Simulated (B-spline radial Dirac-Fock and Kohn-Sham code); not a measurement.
Run log: Cu⁶⁺

ΔSCF core binding energies without Breit or QED terms, calculated with a radial atomic solver. Keys: rel is the Hamiltonian (dirac, or spin-free x2c and nr, where L3 and M5 stand for the whole 2p and 3d shells), method is hf or an exchange,correlation pair (spin-unpolarised, also for the hole states), nuc the nuclear model, radius_factor scales its radius, rmax is the box in bohr, h the logarithmic mesh step, order the B-spline order, points the quadrature points per cell, c_factor scales the speed of light, and damp, ndamp, maxit and tol steer the iteration. The run stops when the commutator error falls below 10·tol·max(1, Z/10), or the numerical noise floor, and the energy has settled to about 1e-8 Ha; the virial ratio is −V/T.

Input (task.json):

```json
{"items": [{"Z": 29, "q": 6, "cfg": [[1, 0, 2], [2, 0, 2], [2, 1, 6], [3, 0, 2], [3, 1, 6], [3, 2, 5]], "A": 63, "rrms": 3.8823, "do": "settings", "holes": ["K", "L3", "M5"],
  "settings": [{"rel": "dirac", "method": "hf", "nuc": "fermi", "radius_factor": 1.0, "rmax": 45.0, "h": 0.3, "order": 8, "points": 10, "c_factor": 1.0, "maxit": 60, "damp": 0.5, "ndamp": 3, "tol": 1e-08, "cfg": "1s2 2s2 2p6 3s2 3p6 3d11"}]}]}
```

Command: `python xray2_run.py task.json out`

The program stops without a result: overfilled shell.

**Question.** One setting is unsound. Which, and why?

**Answer.** cfg puts more electrons in a shell than it can hold. With the default settings (Dirac Hartree-Fock): The ground state converged in 10 iterations, with total energy -1642.28262 Ha, virial ratio 1.98220 and highest orbital energy -136.57 eV. ΔSCF binding energies: K (1s) 9144.4 eV, L3 (2p3/2) 1085.0 eV. Holes are computed only in closed shells, and unreliable hole states are left out.
